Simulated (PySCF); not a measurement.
Si(NCO)4 (C4N4O4Si), SMILES N(=C=O)[Si](N=C=O)(N=C=O)N=C=O. The structure is a stationary point at B3LYP-D3(BJ)/def2-SVP. The isomer is the one that the SMILES or the coordinates give; other isomers of the formula were not compared. The values are those of a single conformer.

**Question.** Give the equilibrium geometry at B3LYP-D3(BJ)/def2-SVP (PySCF confirms it by a frequency run) as bond lengths and angles, and its point group. (The exact figures need the calculation; the answer reports its results.)

**Answer.** This is not unique; one that fits is point group Td.
Atoms: O1 C2 N3 Si4 N5 C6 O7 N8 C9 O10 N11 C12 O13. Bonds (Å): O1–C2 1.168, C2–N3 1.201, N3–Si4 1.696, Si4–N5 1.696, Si4–N8 1.696, Si4–N11 1.696, N5–C6 1.201, C6–O7 1.168, N8–C9 1.201, C9–O10 1.168, N11–C12 1.201, C12–O13 1.168. Bond angles (°): O1–C2–N3 180.0, C2–N3–Si4 180.0, N3–Si4–N5 109.5, N3–Si4–N8 109.5, N3–Si4–N11 109.5, N5–Si4–N8 109.5, N5–Si4–N11 109.5, N8–Si4–N11 109.5, Si4–N5–C6 180.0, N5–C6–O7 180.0, Si4–N8–C9 180.0, N8–C9–O10 180.0, Si4–N11–C12 180.0, N11–C12–O13 180.0.
Charge 0, spin multiplicity 1.
